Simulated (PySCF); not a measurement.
**Computed vibrations of [Eu(H2O)2]3+**

[Eu(H2O)2]3+ (singlet in the valence; each metal's 4f electrons, 6 of them, lie in its core potential, out of spins and levels). PySCF 2.14.0, RKS PBE0, Eu lcecp-1-SVP with ECP52, O def2-SVP, H def2-SVP; non-relativistic Hamiltonian with scalar-relativistic core potentials where named; density fitting; no spin-orbit coupling. Central differences of gradients.

```xyz
7

Eu    0.0000    0.0000    0.0000
O     0.0000    0.0000    2.2911
H     0.5453    0.5453    2.9158
H    -0.5453   -0.5453    2.9158
O     0.0000    0.0000   -2.2911
H     0.5453   -0.5453   -2.9158
H    -0.5453    0.5453   -2.9158
```

Run from Python with OMP_NUM_THREADS=2. Where DIIS fails, smearing, a level shift and second-order steps follow.
It took 24 s on 2 threads of Intel(R) Xeon(R) Platinum 8488C (Sapphire Rapids) (shared host).

Problem. What are the harmonic wavenumbers and infrared intensities?

Solution. Modes are labelled in D2d; negative numbers are unstable modes, those under 60 cm⁻¹ near the noise; a finer grid moves soft modes by up to 10 cm⁻¹.
| cm⁻¹ | km/mol | symmetry |
| --- | --- | --- |
| -67 | – | e |
| -67 | – | e |
| 150 | 0.0 | b1 |
| 414 | 67.8 | b2 |
| 414 | 0.0 | a1 |
| 644 | 64.6 | e |
| 644 | 64.6 | e |
| 731 | 425.7 | e |
| 731 | 425.7 | e |
| 1673 | 325.1 | b2 |
| 1676 | 0.0 | a1 |
| 3514 | 1397.7 | b2 |
| 3531 | 0.0 | a1 |
| 3544 | 479.2 | e |
| 3544 | 479.2 | e |

Problem. Is this a minimum?

Solution. No: 2 unstable; the lowest moves the atoms so:
```
Eu  -0.02 -0.07  0.00
O    0.10  0.31  0.00
H    0.12  0.41 -0.11
H    0.12  0.41  0.11
O    0.10  0.31  0.00
H    0.15  0.42 -0.06
H    0.15  0.42  0.06
```

An lcecp potential fixes the number of 4f electrons, so in runs with it no electron can move into or out of that shell.
